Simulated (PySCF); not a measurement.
# Dipole moment and polarisability of `N#CCC[Si@@H](Cl)CC#N`

Compound: C₅H₇ClN₂Si.
Numbering: `[N:1]#[C:2][CH2:3][CH2:4][Si@@H:5]([Cl:6])[CH2:7][C:8]#[N:9]` (hydrogens: H10, H11 on C3; H12, H13 on C4; H14 on Si5; H15, H16 on C7)

Geometry (GFN2-xTB, Å), atoms numbered from 1 in this order:
```
atom  x, y, z in Å
N1    -1.199    0.583   -2.424
C2    -1.452   -0.088   -1.533
C3    -1.735   -0.922   -0.396
C4    -0.874   -0.530    0.816
Si5    1.012   -0.629    0.509
Cl6    1.421   -2.213   -0.681
C7     1.609    0.955   -0.395
C8     1.285    2.119    0.370
N9     1.008    3.028    1.006
H10   -1.538   -1.960   -0.681
H11   -2.798   -0.826   -0.156
H12   -1.135    0.484    1.124
H13   -1.148   -1.186    1.644
H14    1.715   -0.777    1.782
H15    2.689    0.928   -0.547
H16    1.132    1.045   -1.374
```

Level: CAM-B3LYP/def2-SVPD (PySCF), static field, nuclei fixed, core orbitals frozen in the response. The polarisability tensor in these axes (au):

```
x    92.77  -0.31  -0.54
y    -0.31 108.75   4.05
z    -0.54   4.05  95.84
```

Question: Give the principal values, the mean and the anisotropy Δα = √{½[(α1 − α2)² + (α2 − α3)² + (α1 − α3)²]}.

Answer: Principal values 92.67, 94.77 and 109.92 au; mean 99.12 au = 14.69 Å³ = 16.34 × 10⁻⁴⁰ C²·m²/J; Δα = 16.31 au (16 % of the mean).

Question: What is the dipole moment, and where does it point?

Answer: (-0.59, -4.45, 1.61) D, 4.77 D in size, pointing from the negative to the positive side. Measured along this direction, the outermost atoms are N9 at the negative end and H13 and H10 at the positive end.

Question: Find the Langevin capture rate constant for NH4+ (18.034 u) meeting this molecule (158.007 u), k = 2.342 × 10⁻⁹ cm³/s × √(α in Å³ / reduced mass in u).

Answer: The reduced mass is 16.19 u, so k = 2.23 × 10⁻⁹ cm³/s. The formula leaves out the permanent dipole, which adds to the capture rate.

Question: Estimate the molar refractivity from the static electronic polarisability.

Answer: Lorentz–Lorenz: R = (4π/3)N_A α = 2.5225 cm³/(mol·Å³) × 14.69 Å³ = 37.1 cm³/mol, in the limit of long wavelengths.

Question: Sum over states: ᾱ = Σ f/ω², ω in Eh. What share falls to these 8 lowest TDDFT singlets (eV, f)? 7.63, 0.0208; 7.70, 0.0262; 7.76, 0.0008; 7.94, 0.0032; 7.98, 0.0093; 8.08, 0.0011; 8.14, 0.0026; 8.21, 0.0077.

Answer: They add up to 0.87 au, 0.9 % of the 99.12 au; the largest single term is 0.33 au, from the state at 7.70 eV. Terms in order: 0.26, 0.33, 0.01, 0.04, 0.11, 0.01, 0.03, 0.08 au. Higher excitations give the rest. The strengths listed sum to 0.072.

Question: Orientational against electronic polarisability at 400 K (dilute gas, rigid molecules)?

Answer: In Gaussian units μ²/3kT = 137.13 Å³ against 14.69 Å³, a ratio of 9.34; the Debye molar polarisation (4π/3)N_A(α + μ²/3kT) is 383.0 cm³/mol, leaving out the vibrational part.

Question: What depolarisation ratio follows for Rayleigh scattering of linearly polarised light, taking the static tensor?

Answer: ρ = 3Δα²/(45ᾱ² + 4Δα²) = 797.9/(442110 + 1063.9) = 0.0018.

The structure is a single GFN2-xTB conformer in the gas phase; no vibrational or solvent corrections.
